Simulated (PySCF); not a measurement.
# H₂GeO + 2 Cl₂ → GeCl₄ + H₂O

Level: PBE0 in the def2-TZVP basis family, all electrons, no relativity, computed in PySCF with density fitting; open shells unrestricted.

```
species                                                               state and structure  ZPE (kJ/mol)  H(298 K) − H(0) (kJ/mol)  S° (J/(mol K))
  H₂GeO  singlet, C2v, Ge–H 1.542 Å (×2), Ge–O 1.632 Å; H–Ge–H 113.2°, H–Ge–O 123.4° (×2)          43.7                      11.0           248.5
    Cl₂                                                       singlet, D∞h, Cl–Cl 1.982 Å           3.5                       9.1           222.5
  GeCl₄                                                   singlet, Td, Ge–Cl 2.117 Å (×4)          15.2                      21.2           348.6
    H₂O                                      singlet, C2v, O–H 0.960 Å (×2); H–O–H 105.1°          56.5                       9.9           188.7
```

Q: Is the gas-phase reaction uphill or downhill in electronic energy at this level, and by how much?

A: At PBE0/def2-TZVP, ΔE = -804.3 kJ/mol, downhill. 

Q: Add zero-point, thermal and entropy terms for 298.15 K and 1 bar.

A: ΔZPE = 21.0 and Δ[H(298) − H(0)] = 1.9 kJ/mol give ΔH° = -781.4 kJ/mol. ΔS° = -156.2 J/(mol K), so ΔG° = -781.4 − 298.15 × (-0.1562) = -735 kJ/mol.

Only the bonding shown was studied: isomers, or loss of a ligand pair, can lie lower.
